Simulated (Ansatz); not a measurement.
The first iterations of a band of GaH₆NOSi (10 atoms, charge 0, multiplicity 1).

Level of theory: Ansatz 0.2.0, RKS r2SCAN-D4/def2-SVP.

```json
{
  "movable images": "1",
  "climbing image": "yes",
  "spring": "5.0 eV/Å²",
  "optimiser": "quadratic models (default)",
  "start path": "through a guess of the saddle point",
  "force threshold": "0.05 eV/Å",
  "iteration limit": "60",
  "end points": "relaxed"
}
```

First end point:

```xyz
10
Properties=species:S:1:pos:R:3
N -1.226 1.567 -1.578
Ga 0.199 0.631 -1.010
O -0.164 -0.277 0.489
Si 0.567 -1.300 1.558
H -1.247 2.147 -2.408
H -2.116 1.557 -1.092
H 1.592 0.566 -1.673
H -0.233 -2.554 1.702
H 1.948 -1.678 1.109
H 0.680 -0.659 2.904
```

Last end point:

```xyz
10
Properties=species:S:1:pos:R:3
N -1.041 1.020 -1.084
Ga 0.561 0.420 -0.457
O 0.351 0.146 1.485
Si 0.349 -1.714 1.227
H -1.104 1.255 -2.071
H -1.874 0.503 -0.813
H 1.974 0.967 -0.772
H -1.109 -1.667 0.764
H 0.812 -1.373 -0.326
H 1.080 0.443 2.047
```

| iteration | highest image above the first end (eV) | largest band force component (eV/Å) |
| --- | --- | --- |
| 1 | 4.731 | 8.569 |
| 2 | 3.651 | 3.636 |
| 3 | 3.124 | 2.777 |
| 4 | 2.173 | 2.501 |
| 5 | 1.708 | 2.127 |
| 6 | 1.708 | 1.341 |
| 7 | 1.708 | 0.753 |
| 8 | 1.708 | 0.502 |
| 9 | 1.708 | 0.520 |
| 10 | 1.708 | 0.593 |
| 11 | 1.708 | 0.539 |

Problem. Does the band converge within its limit, and where does its top end?

Solution. The forces met the threshold. It ended after 33 iterations with the highest image 3.208 eV above the first end. Neighbouring images differ by up to 3.2 eV, so the band resolves the path poorly. The order of the stationary point at the top wasn't checked. So few images can step over the top or miss a turn of the path. The orbitals stay closed-shell, which can raise the energy where a bond breaks towards radicals; this wasn't checked here.

Run time: 2.4 min on 2 threads of Arm Neoverse V1, with other jobs on the host, peak memory 0.17 GiB.
